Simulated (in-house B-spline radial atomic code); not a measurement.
Values are calculated unless marked as measured or tabulated.
**C6 from the polarisability at imaginary frequency: the tellurium ion Te⁴⁺**

HSE06 linear response of the closed shell [Kr] 4d10 5s2, from a B-spline radial code for spherical atoms; scalar-relativistic (spin-free one-electron X2C), finite nucleus, no spin-orbit coupling; shells from n = 3 respond.

The dispersion coefficient of two like species is C6 = (3/π) ∫ α(iu)² du from 0 to ∞.

```
u (hartree)  α(iu) (bohr³)
          0          7.899
      0.335          5.937
      0.783          3.294
       1.34          2.027
       2.24          1.235
       3.35         0.7882
       5.03          0.462
       7.83          0.239
       11.2          0.136
       16.8        0.07133
         28        0.03162
       55.9         0.0101
```

Question: Fit one oscillator, α(iu) = α(0)/(1 + u²/ω²), through u = 1.34 and estimate C6.

Answer: From α(0)/α(iu) − 1 = 7.899/2.027 − 1 = 2.8969, ω = u/√2.8969 = 0.7873 hartree (21.4 eV). London's formula gives C6 = (3/4) α(0)² ω = 0.75 × 7.899² × 0.7873 = 36.84 hartree·bohr⁶, and the oscillator holds f = α(0) ω² = 4.90 electrons, of a sum of oscillator strengths of 41.4.

Question: How does that compare with the full integral?

Answer: The program's quadrature over all excitations gives C6 = 33, so the single oscillator is off by +11.6 %. At the last point the fit gives α = 0.00157 against 0.0101: higher excitations, and deeper shells where there are any, keep the true curve higher at large u.
